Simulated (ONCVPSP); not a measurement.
**Building the ONCV potential for O (PW91, fully relativistic).**

ONCVPSP 4.0.1 input, shortened (lines: element, Z, core and valence counts, functional; n l f; lmax; l rc ep ncon nbas qcut; lloc lpopt rc5 dvloc0; l nproj debl; icmod fcfact rcfact), PW91, fully relativistic:

```
  O 8.00    1    2  -109134      upf
    1    0    2.00
    2    0    2.00
    2    1    4.00
    2
    0    0.90    0.00    3    6    8.00
    1    1.50    0.00    3    7   11.10
    2    1.35    0.08    3    7    8.10
    4    5    0.60    0.00
    0    2    0.40
    1    2    1.10
    2    3    0.60
    3    5.25    1.55
```

Open shells are filled in proportion to 2j + 1.

In the s channel the program set the typed energies aside and used -0.882, 0.250 Ha.

All-electron outer shells of the reference configuration (PW91, scalar-relativistic, ld1.x):

```tsv
shell	level (eV)	outermost node (bohr)	outermost maximum (bohr)
1s	-515.10	–	0.13
2s	-24.01	0.28	0.87
2p	-9.11	–	0.82
```

What the tests gave:

* Cutoffs needed: 34 Ha and 107 Ha (the cutoffs (Ha) at which the residual kinetic energy of the hardest occupied pseudo-wave falls to 1 and 0.1 mHa per electron)
* Ghost test: no bound ghost flagged; no localised positive-energy state flagged
* Largest excitation error: +615 meV (all-electron minus pseudo) for 2s2 2p1, out of 4 test configurations
* rms error of d²Exc/dni dnj: 11.04 mHa without and 9.87 mHa with the model core

Generation and tests took about 6.9 s on one core of a shared server CPU.
